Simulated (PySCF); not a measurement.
A structure optimised at PBE0-D3(BJ)/def2-SVP (Å):
```
atom  x, y, z in Å
B1    -1.8550    1.2592   -0.0511
B2    -0.5099    0.2839    0.2263
C3    -0.8565   -1.2654    0.4005
N4     0.8182    0.7269    0.2945
C5     2.0109   -0.0534    0.5105
H6    -2.3272    1.4053   -1.1612
H7    -2.5040    1.7533    0.8492
H8    -0.4465   -1.8385   -0.4495
H9    -0.4094   -1.6800    1.3199
H10   -1.9358   -1.4809    0.4394
H11    1.0076    1.7147    0.1744
H12    2.6807   -0.0416   -0.3677
H13    1.7476   -1.1004    0.7095
H14    2.5913    0.3133    1.3746
```

Charge 0, singlet.

Question: Read off the bonds between heavy atoms and their formal orders.

Answer: B1–B2 1.68 Å (single); B2–C3 1.60 Å (single); B2–N4 1.40 Å (single); N4–C5 1.44 Å (single). Bonds to hydrogen (Å): B1–H6 1.22; B1–H7 1.21; C3–H8 1.10; C3–H9 1.10; C3–H10 1.10; N4–H11 1.01; C5–H12 1.10; C5–H13 1.10; C5–H14 1.10.

Question: Which species is it?

Answer: `BB(C)NC`, C2H9B2N.

Question: Classify the heavy atoms.

Answer: B1: three-coordinate boron; B2: three-coordinate boron; C3: sp3 carbon bound to boron; N4: boron-bound nitrogen; C5: N-methyl carbon.

Question: What is the arrangement about N4?

Answer: It has 3 neighbours (B2, C5, H11) and is planar (angles 128.3°, 118.7° and 113.0°, sum 360.0°, 0.00 Å off the plane of its three neighbours).

Question: What is the arrangement about B1?

Answer: It has 3 neighbours (B2, H6, H7) and is planar (angles 122.7°, 122.0° and 114.9°, sum 359.6°, 0.05 Å off the plane of its three neighbours).

All values are computed, not measured.
